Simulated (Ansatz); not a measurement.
```yaml
crystal:
  periodic: [false, false, false]
  atoms:
    - {symbol: I, position_ang: [-0.235819, 0.381793, 2.590381]}
    - {symbol: In, position_ang: [0.013575, -0.015241, -0.005198]}
    - {symbol: I, position_ang: [1.264670, -2.159136, -0.896868]}
    - {symbol: I, position_ang: [-0.986926, 1.732285, -1.708616]}
basis:
  gaussian: {orbitals: def2-SVP}
magnetization: {spin_polarized: true, initial_magnetization: 1}
hamiltonian: {xc: {name: revPBE}, dispersion: d3bjatm}
output: {forces: true}
```

```sh
$ ansatz run in.yaml --threads 4 --pin off --events-out ev --progress --plain --max-ram 10444MiB
```

Shortened log:

```
Error: a molecule whose nuclei and cores have a total charge of 96 cannot have a net charge of 0 together with 1 unpaired electrons
```

In this input the number of unpaired electrons doesn't fit the electron count. The program refused the input.
